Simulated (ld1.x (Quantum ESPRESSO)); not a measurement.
**PBE ultrasoft dataset for Pt, scalar-relativistic all-electron reference.**

| Item | Value |
| --- | --- |
| Element | Pt |
| Generator | ld1.x (Quantum ESPRESSO) 7.5 |
| Type | ultrasoft |
| Functional | PBE |
| Relativity | scalar-relativistic |
| Frozen core | [Kr] 4d10 4f14 |
| Valence charge | 18 |
| Reference configuration | 5s2 5p6 5d9 6s1 6p0 |
| Partial waves | 5s (bound): rcut 1.20, rcutus 1.50 bohr; 6s (bound): rcut 1.20, rcutus 1.50 bohr; 5p (bound): rcut 1.45, rcutus 1.65 bohr; 6p (bound, empty): rcut 1.45, rcutus 1.65 bohr; 5d (bound): rcut 1.15, rcutus 1.25 bohr; 5d channel at -0.1 Ry: rcut 1.15, rcutus 1.25 bohr |
| Local potential | all-electron potential smoothed inside 1.74 bohr (lloc = -2) |
| Core correction | none |
| Augmentation charge | PSQ, inside the norm-conserving radii |

Poles of the logarithmic derivatives, all-electron (AE) and pseudo (PS). s: poles at -7.3 (AE) and -7.3 (PS) Ry. p: poles at -3.6 (AE) and -3.6 (PS) Ry. d: poles at 1.3 (AE) and 1.3 (PS) Ry. Test radius 1.89 bohr.

- Cutoffs needed: 70 Ry and 120 Ry (the cutoffs (Ry, on a coarse ladder) from which the occupation-weighted sum of valence levels, in a spherical-Bessel basis at the reference potential, stays within 10 and 1 mRy of its value at 400 Ry)
- Ghost test: no extra level below or beside the all-electron valence levels (s, p, d, f tested) (spherical-Bessel basis up to 400 Ry, 20 bohr box)
- Largest excitation error: +25 meV (all-electron minus pseudo) for 5s2 5p6 5d8 6s2 6p0, out of 7 test configurations
- Lowest eigenvalue of the overlap operator: 0.09 (s channel)
- Density cutoff estimated by the generator: 323 Ry
